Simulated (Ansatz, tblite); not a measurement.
Adding an electron: LiAl3⁺ (the lowest doublet isomer of a short search). The state is a doublet with charge 1. Geometry: r2SCAN-D4/def2-TZVP. Ansatz, gas phase; energy differences of separate SCF runs; the reduced species is a singlet (the triplet lies 0.08 eV higher at PBE0-D4/def2-TZVP).

Cartesian coordinates in Å:
```
Li 0.092 0.330 -1.978
Al -0.277 1.312 0.887
Al 1.339 -0.620 0.637
Al -1.154 -1.021 0.454
```

The xTB rows come from tblite. The structure comes from a short search, and lower isomers may exist.

| level | −HOMO (eV) | −LUMO (eV) | vertical EA (eV) | HOMO–LUMO gap (eV) | remarks |
| --- | --- | --- | --- | --- | --- |
| GFN1-xTB | – | – | 8.96 | – | – |
| GFN2-xTB | – | – | 9.03 | – | – |
| r2SCAN-D4/def2-TZVP | 8.81 | 7.38 | 5.57 | 1.44 | restricted singlet, untested (singlet), spin-contaminated (⟨S²⟩ 0.83) (+1 doublet) |

Task: Estimate the rows for PBE-D4/def2-TZVP, PBE0-D4/def2-TZVP.

Result: 
```json
{"level": "PBE-D4/def2-TZVP", "−HOMO (eV)": "8.56", "−LUMO (eV)": "7.73", "vertical EA (eV)": "5.66", "HOMO–LUMO gap (eV)": "0.83", "remarks": "restricted singlet, untested (singlet)"}
{"level": "PBE0-D4/def2-TZVP", "−HOMO (eV)": "9.30", "−LUMO (eV)": "6.98", "vertical EA (eV)": "5.61", "HOMO–LUMO gap (eV)": "2.33", "remarks": "restricted singlet, untested (singlet)"}
```

  HOMO and LUMO are the levels of the spin that leaves or enters (xTB has no such levels and no spin-polarisation term). Other spin states of the ions may lie lower, which would lower the ionisation energy or raise the affinity. Raw xTB energy differences between charge states are shifted by several eV; the methods need an empirical correction for them.
